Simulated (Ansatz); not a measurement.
Gas-phase electronic energies from Ansatz, PBE0-D4/def2-TZVP geometries. CBS: MP2 limit from def2 TZ/QZ plus the TZ coupled-cluster correction, frozen cores. Functionals use def2-TZVPP. For Br, Mg outer-core shells are correlated without core-valence functions, which leaves a few kJ/mol of doubt a bond. Scalar relativity is left out up to krypton. One conformer a species, not always the lowest.

Reaction (redistribution): `[AlH2][Br]` + `[SiH3][O][Mg][N]([SiH3])[SiH3]` → `[SiH3][O][AlH][Br]` + `[MgH][N]([SiH3])[SiH3]`

```csv
level,ΔE (kJ/mol)
PBE-D4,-17.7
revPBE-D4,-17.5
PBE0-D4,-17.5
r2SCAN,-15.7
PBE0,-15.0
r2SCAN0,-16.2
SCS-MP2/def2-QZVPP,-5.8
HF/CBS(def2),-15.7
```

(1) What does CCSD(T)/CBS give? (Best estimate.)

Largest T1 diagnostic among the species: 0.011.

## Answers

(1) Ansatz gave: -5.6 kJ/mol. The listed levels differ from it by -12.1, -11.9, -11.9, -10.1, -9.4, -10.6, -0.2, -10.1 kJ/mol.

Leaving LDA and LC-ωPBE aside and taking each functional with its dispersion term where it has one, the values, not all of them listed here, spread over 14.4 kJ/mol, from B97M-V to PBE-QIDH. LDA lies −9.1 kJ/mol from PBE without D4. The D4 term adds −4.9 kJ/mol with B3LYP and −2.5 kJ/mol with PBE0; it sums over pairs of atoms, weighted by their polarisabilities, and B3LYP, whose exchange is more repulsive, gets the larger term. From BLYP to BHLYP (50 % exact exchange), in def2-TZVPP and without D4, ΔE moves by −3.1 kJ/mol.

B3LYP here is the variant with VWN-RPA as its local correlation; programs differ in this.
